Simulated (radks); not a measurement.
Species: the phosphorus ion P13+. Configuration: [He] (the NIST ground configuration).

Calculated with a radial shooting solver on a logarithmic mesh with Libxc functionals: non-relativistic Kohn-Sham, LDA (Slater exchange, Perdew-Wang correlation), spin-unpolarised, spherical densities, point nucleus.

Energy parts (eV):
| part | energy |
|---|---|
| total | -5841.349 |
| kinetic | 5836.766 |
| electron-nucleus | -11955.307 |
| Hartree | 496.279 |
| exchange-correlation | -219.087 |

Orbitals (lengths in bohr, moments of r in powers of bohr; <r^-3> diverges for s and p1/2):
| orbital | occ. | eigenvalue (eV) | <r> | <r^-3> | <r^2> |
|---|---|---|---|---|---|
| 1s | 2 | -2708.286 | 0.1030 | - | 0.01421 |

The highest occupied level is 1s at -2708.3 eV. The density falls to 0.001 e/bohr^3 at r = 0.50 bohr. The electron density at the nucleus is 2045 e/bohr^3. Virial ratio -V/T = 2.00079.
